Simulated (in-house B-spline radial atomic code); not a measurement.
Configurations of Mg II (Mg+), with energies counted from [Ne] 3s1. Level of theory: non-relativistic PBE, spin-polarised, spherical fractional occupations, point nucleus; calculated with a radial B-spline atomic code at the basis-set limit. Shells without spins written out take the highest spin.

Occupations are held fixed; configurations that lie above the ionisation limit could autoionise.

```json
{"configuration": "[He] 2s2 2p5 3s2", "E - E(ref) (eV)": "50.286", "highest orbital": "3s down", "its <r> (bohr)": "2.498"}
{"configuration": "[He] 2s2 2p5 3s1 4s1", "E - E(ref) (eV)": "60.584", "highest orbital": "4s up", "its <r> (bohr)": "5.671"}
{"configuration": "[He] 2s2 2p(2 up, 3 down) 3s(1 up, 0 down) 3d(1 up, 0 down)", "E - E(ref) (eV)": "60.76", "highest orbital": "3d up", "its <r> (bohr)": "4.001"}
{"configuration": "[He] 2s2 2p5 3s1 4d1", "E - E(ref) (eV)": "63.808", "highest orbital": "4d up", "its <r> (bohr)": "8.503"}
{"configuration": "[He] 2s2 2p(3 up, 2 down) 3s(0 up, 1 down) 4d(1 up, 0 down)", "E - E(ref) (eV)": "64.264", "highest orbital": "4d up", "its <r> (bohr)": "8.802"}
{"configuration": "[He] 2s1 2p6 3s1 4f1", "E - E(ref) (eV)": "97.027", "highest orbital": "4f up", "its <r> (bohr)": "8.492"}
```

Order these further configurations by energy, lowest first.
A. [Ne] 3d1
B. [He] 2s1 2p6 3s2
C. [He] 2s1 2p6 3s1 4p1
D. [Ne] 4d(1 up, 0 down)
E. [He] 2s2 2p(2 up, 3 down) 3s(1 up, 0 down) 4p(0 up, 1 down)

A (8.9488 eV), D (11.509 eV), E (62.342 eV), B (82.825 eV), C (94.551 eV).

How far above the reference does [Ne] 4f1 lie?

11.776 eV; its least bound orbital is 4f up with <r> = 8.733 bohr.

How far above the reference does [He] 2s1 2p6 3s1 4d1 lie?

96.338 eV; its least bound orbital is 4d up with <r> = 8.493 bohr.
